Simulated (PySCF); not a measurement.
## Eu(NH2)3: from a saddle point downhill

PySCF 2.14.0, RKS B3LYP, Eu lcecp-1-SVP with ECP52, N def2-SVP, H def2-SVP; non-relativistic Hamiltonian with scalar-relativistic core potentials where named; density fitting; no spin-orbit coupling. Relaxed within the symmetry of its start, the geometry (D3h) is

```xyz
10

Eu    0.0000    0.0000    0.0000
N     2.2536    0.0000    0.0000
H     2.8854    0.0000    0.8054
H     2.8854    0.0000   -0.8054
N    -1.1268    1.9517    0.0000
H    -1.4427    2.4989    0.8054
H    -1.4427    2.4989   -0.8054
N    -1.1268   -1.9517    0.0000
H    -1.4427   -2.4989    0.8054
H    -1.4427   -2.4989   -0.8054
```

and its lowest harmonic modes are -471, -471, -444, -100, 110, 110 cm⁻¹ (negative: unstable). It was moved along the lowest mode and relaxed again.

Problem. Where does it end, and how much lower?

Solution. In nearly C3v, 0.951 eV lower, after 42 steps:
```xyz
10

Eu   -0.0079   -0.0094    0.0630
N     2.2157    0.0019    0.0033
H     2.8389    0.8111    0.0719
H     2.8390   -0.8022   -0.1088
N    -1.1105    1.9153    0.2309
H    -0.6971    2.8490    0.2985
H    -2.1217    2.0723    0.2346
N    -1.1144   -1.9213   -0.2088
H    -2.1275   -2.0622   -0.2445
H    -0.7146   -2.8545   -0.3401
```

Problem. How do the contacts change?

Solution. 
```tsv
contact	saddle (Å)	end (Å)
Eu1–N2 (NH2)	2.254	2.224
Eu1–N5 (NH2)	2.254	2.225
Eu1–N8 (NH2)	2.254	2.226
```


Problem. Is the end a minimum?

Solution. Yes, as far as the noise of the softest modes lets one tell (those above −25 cm⁻¹ count as noise); lowest modes 11, 106, 107, 276, 278, 280 cm⁻¹.

An lcecp potential fixes the number of 4f electrons, so in runs with it no electron can move into or out of that shell.

State: singlet in the valence, with the 4f electrons in the core potential.
